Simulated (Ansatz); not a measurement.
CuH (`[CuH]`) from Hartree–Fock to CCSD(T)

```xyz
2

Cu    0.338   -0.220    0.624
H    -0.338    0.220   -0.624
```

Charge 0, multiplicity 1. For Cu the d shell is correlated and the shells below it are frozen. Scalar relativity is left out up to krypton. Geometry: relaxed with PBE0-D4/def2-TZVP. Frozen core, restricted reference, Ansatz.

```
     basis      HF (Eh)  MP2 corr.
  def2-SVP  -1639.23717   -0.31976
def2-TZVPP  -1639.47309   -0.52606
def2-QZVPP  -1639.51395   -0.55626
```

**Question.** Estimate the CCSD correlation energy and the (T) correction in each basis where they were run (hartree).

**Answer.** 
```json
{"basis": "def2-SVP", "CCSD corr.": "-0.29193", "(T)": "-0.01320"}
{"basis": "def2-TZVPP", "CCSD corr.": "-0.46404", "(T)": "-0.02033"}
{"basis": "def2-QZVPP", "CCSD corr.": "-0.49023", "(T)": "-0.02460"}
```
